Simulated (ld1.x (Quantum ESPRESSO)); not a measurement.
**Scattering properties, TM potential for silver (Ag)**

Ag (Z = 47), norm-conserving Troullier–Martins (Kleinman–Bylander form), made with ld1.x (Quantum ESPRESSO) 7.5 (LDA (PZ), fully relativistic). Core [Kr], reference 4d10 5s1 5p0. Waves: 5s (bound): rc 2.75 bohr; 5p (bound, empty): rc 3.25 bohr; 4d (bound): rc 1.50 bohr. Local part: the d channel. Core correction: none.

Open shells are filled in proportion to 2j + 1 (rel_dist='average').

The phase is arctan(r·u′/u) with u = r·R(r), unwrapped; energies in Ry, scanned from -3 to 5 Ry. A pole is an energy at which the radial function vanishes at the test radius. The pseudo phase is shifted by a multiple of π to meet the all-electron one at the reference energy, and phase errors are pseudo minus all-electron; the curves can meet again beyond the range given. Levels narrower than the energy grid can be missing from the lists of poles. Where the grid stepped over a known ghost or core level, its pole and its step of π were put in at the level’s energy.

Q: For each channel, where are the poles, and over which energies does the pseudopotential scatter like the atom?

A:

```json
{"channel": "s", "radius (bohr)": "3.56", "reference energy (Ry)": "-0.35", "poles, all-electron": "0.22, 4.33", "poles, pseudo": "0.21, 3.29", "unbroken range about the reference energy with phases within 0.05 rad": "below 1.3", "phase error 1 Ry above the reference energy (rad)": "-0.007"}
{"channel": "p1/2", "radius (bohr)": "3.56", "reference energy (Ry)": "-0.07", "poles, all-electron": "0.91", "poles, pseudo": "-2.69, 0.90, 4.63", "unbroken range about the reference energy with phases within 0.05 rad": "-2.7 to 2.1", "phase error 1 Ry above the reference energy (rad)": "-0.003"}
{"channel": "p3/2", "radius (bohr)": "3.56", "reference energy (Ry)": "-0.06", "poles, all-electron": "0.99", "poles, pseudo": "0.97, 4.63", "unbroken range about the reference energy with phases within 0.05 rad": "below 2.1", "phase error 1 Ry above the reference energy (rad)": "-0.004"}
{"channel": "d3/2", "radius (bohr)": "3.56", "reference energy (Ry)": "-0.59", "poles, all-electron": "-0.55, 2.37", "poles, pseudo": "-0.52, 2.39", "unbroken range about the reference energy with phases within 0.05 rad": "not even at the reference energy", "phase error 1 Ry above the reference energy (rad)": "+0.012"}
{"channel": "d5/2", "radius (bohr)": "3.56", "reference energy (Ry)": "-0.55", "poles, all-electron": "-0.50, 2.40", "poles, pseudo": "-0.52, 2.39", "unbroken range about the reference energy with phases within 0.05 rad": "not even at the reference energy", "phase error 1 Ry above the reference energy (rad)": "-0.008"}
```

Note: ghost states, extra bound levels that the all-electron valence spectrum of the same l lacks: s at -124.8 eV, p3/2 at -41.7 eV, p1/2 at -36.6 eV. A true bound ghost makes a file unfit for plane-wave use. The potential misses its own reference levels by up to 0.3 eV.

Phases in the d5/2 channel:

```tsv
E (Ry)	all-electron	pseudo
-3.00	1.412	1.412
-2.52	1.398	1.398
-2.04	1.379	1.379
-1.56	1.352	1.352
-1.08	1.303	1.303
-0.60	0.592	0.137
-0.12	-1.878	-1.883
0.36	-2.106	-2.112
0.84	-3.047	-3.073
1.32	-4.306	-4.312
1.80	-4.582	-4.584
2.28	-4.692	-4.694
2.76	-4.766	-4.768
3.24	-4.842	-4.843
3.72	-4.963	-4.966
4.20	-5.364	-5.378
4.68	-7.128	-7.143
```
